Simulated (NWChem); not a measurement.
All runs are NWChem calculations. System: F$_{5}$Sb, charge 0, spin multiplicity 1, at a geometry optimised with B3LYP/def2-SVP with def2 effective core potentials on Sb. The structure started from a generated list of species. Level: PBE/x2c-SVPall-2c, scalar ZORA.

NWChem printed:

```
             Northwest Computational Chemistry Package (NWChem) 7.3.0
             --------------------------------------------------------

                                NWChem Input Module
                                -------------------

 Scaling coordinates for geometry "geometry" by  1.889725989
 (inverse scale =  0.529177249)

                             Geometry "geometry" -> ""
                             -------------------------

 Output coordinates in angstroms (scale by  1.889725989 to convert to a.u.)

  No.       Tag          Charge          X              Y              Z
 ---- ---------------- ---------- -------------- -------------- --------------
    1 Sb                  51.0000     0.00000000     0.00000000     0.00081400
    2 F                    9.0000    -1.90465700     0.00000000     0.00592400
    3 F                    9.0000     1.90465700     0.00000000     0.00592400
    4 F                    9.0000     0.00000000    -1.64663800     0.93864100
    5 F                    9.0000     0.00000000     0.00000000    -1.89374400
    6 F                    9.0000     0.00000000     1.64663800     0.93864100

 Effective nuclear repulsion energy (a.u.)     785.7675820741

            Nuclear Dipole moment (a.u.)
            ----------------------------
        X                 Y               Z
 ---------------- ---------------- ----------------
     0.0000000000     0.0000000000    -0.0000226767


 Summary of "ao basis" -> "" (spherical)
 ------------------------------------------------------------------------------
       Tag                 Description            Shells   Functions and Types
 ---------------- ------------------------------  ------  ---------------------
 *                       x2c-svpall-2c                on all atoms

  pbe96 is a nonlocal functional; adding pw91lda local functional.

                                 NWChem DFT Module
                                 -----------------

 Summary of "ao basis" -> "ao basis" (spherical)
 ------------------------------------------------------------------------------
       Tag                 Description            Shells   Functions and Types
 ---------------- ------------------------------  ------  ---------------------
 Sb                      x2c-svpall-2c              18       50   6s8p4d
 F                       x2c-svpall-2c               6       14   3s2p1d

 Summary of "ao basis" -> "ao basis" (spherical)
[...]
   100     -0.114157  5 F  py                87     -0.098901  4 F  pz

 Vector   47  Occ=2.000000D+00  E=-3.590740D-01
              MO Center=  8.7D-06, -7.1D-06, -3.5D-01, r^2= 3.9D+00
   Bfn.  Coefficient  Atom+Function         Bfn.  Coefficient  Atom+Function
  ----- ------------  ---------------      ----- ------------  ---------------
    56      0.383272  2 F  pz                70     -0.383275  3 F  pz
    96     -0.346822  5 F  px                59      0.259527  2 F  pz
    73     -0.259529  3 F  pz                99     -0.240062  5 F  px
    82      0.174841  4 F  px               110      0.174835  6 F  px
    85      0.120947  4 F  px               113      0.120943  6 F  px

 Vector   48  Occ=2.000000D+00  E=-3.587063D-01
              MO Center=  8.4D-06,  7.7D-06,  3.5D-01, r^2= 3.9D+00
   Bfn.  Coefficient  Atom+Function         Bfn.  Coefficient  Atom+Function
  ----- ------------  ---------------      ----- ------------  ---------------
    55      0.383205  2 F  py                69     -0.383207  3 F  py
    82     -0.301707  4 F  px               110      0.301711  6 F  px
    58      0.259411  2 F  py                72     -0.259412  3 F  py
    85     -0.208529  4 F  px               113      0.208531  6 F  px
    41     -0.034249  1 Sb d -2              36      0.026068  1 Sb d -2

 Vector   49  Occ=0.000000D+00  E=-1.904266D-01
              MO Center=  1.0D-07,  9.5D-09,  6.9D-03, r^2= 3.1D+00
   Bfn.  Coefficient  Atom+Function         Bfn.  Coefficient  Atom+Function
  ----- ------------  ---------------      ----- ------------  ---------------
     5      0.834020  1 Sb s                  4     -0.590609  1 Sb s
     6      0.454143  1 Sb s                 54     -0.265223  2 F  px
    68      0.265223  3 F  px                98     -0.262537  5 F  pz
   101     -0.233094  5 F  pz                83     -0.230278  4 F  py
   111      0.230278  6 F  py                86     -0.203933  4 F  py

 Vector   50  Occ=0.000000D+00  E=-4.024428D-02
              MO Center=  3.5D-08,  6.9D-07,  2.4D-01, r^2= 2.8D+00
   Bfn.  Coefficient  Atom+Function         Bfn.  Coefficient  Atom+Function
  ----- ------------  ---------------      ----- ------------  ---------------
    24      0.812439  1 Sb pz                21      0.456509  1 Sb pz
    15     -0.400884  1 Sb pz                95      0.251471  5 F  s
    98      0.230479  5 F  pz                83     -0.187054  4 F  py
   101      0.186738  5 F  pz               111      0.187054  6 F  py
    43      0.180797  1 Sb d  0              12      0.179307  1 Sb pz

 Vector   51  Occ=0.000000D+00  E=-3.776957D-02
              MO Center=  3.2D-08, -6.7D-07, -2.5D-01, r^2= 2.8D+00
   Bfn.  Coefficient  Atom+Function         Bfn.  Coefficient  Atom+Function
  ----- ------------  ---------------      ----- ------------  ---------------
    23      0.818212  1 Sb py                20      0.456396  1 Sb py
    14     -0.401034  1 Sb py                81      0.220618  4 F  s
   109     -0.220618  6 F  s                 97     -0.209416  5 F  py
    42     -0.207051  1 Sb d -1              84     -0.188744  4 F  pz
   112      0.188743  6 F  pz                11      0.179254  1 Sb py

 center of mass
 --------------
 x =   0.00000000 y =   0.00000000 z =   0.00009416

 moments of inertia (a.u.)
 ------------------
         730.771378599792           0.000000000000           0.000000000000
           0.000000000000         855.103439383634           0.000000000000
           0.000000000000           0.000000000000         860.150992011636

     Multipole analysis of the density
     ---------------------------------

     L   x y z        total         alpha         beta         nuclear
     -   - - -        -----         -----         ----         -------
     0   0 0 0     -0.000000    -48.000000    -48.000000     96.000000

     1   1 0 0      0.000001      0.000001      0.000001      0.000000
     1   0 1 0      0.000000      0.000000      0.000000      0.000000
     1   0 0 1      0.006527      0.003275      0.003275     -0.000023

     2   2 0 0    -40.898268   -137.042472   -137.042472    233.186676
     2   1 1 0      0.000000      0.000000      0.000000      0.000000
     2   1 0 1      0.000000      0.000000      0.000000      0.000000
     2   0 2 0    -38.336465   -106.312023   -106.312023    174.287582
     2   0 1 1      0.000001      0.000000      0.000000      0.000000
     2   0 0 2    -38.254304   -105.075362   -105.075362    171.896420

 Task  times  cpu:       26.4s     wall:       26.4s

 Total times  cpu:       26.4s     wall:       26.4s
```

Q: Write an NWChem input that would produce this output.

A: Several could match; the one computed here: 
```
start mol
memory heap 200 mb stack 900 mb global 1100 mb
geometry units angstroms nocenter noautoz noautosym
  Sb     0.000000     0.000000     0.000814
  F     -1.904657     0.000000     0.005924
  F      1.904657     0.000000     0.005924
  F      0.000000    -1.646638     0.938641
  F      0.000000     0.000000    -1.893744
  F      0.000000     1.646638     0.938641
end
basis spherical
  * library x2c-svpall-2c
end
relativistic
  zora on
end
dft
  xc xpbe96 cpbe96
  semidirect memsize 60000000 filesize 0
  iterations 100
  grid fine
end
task dft energy
```
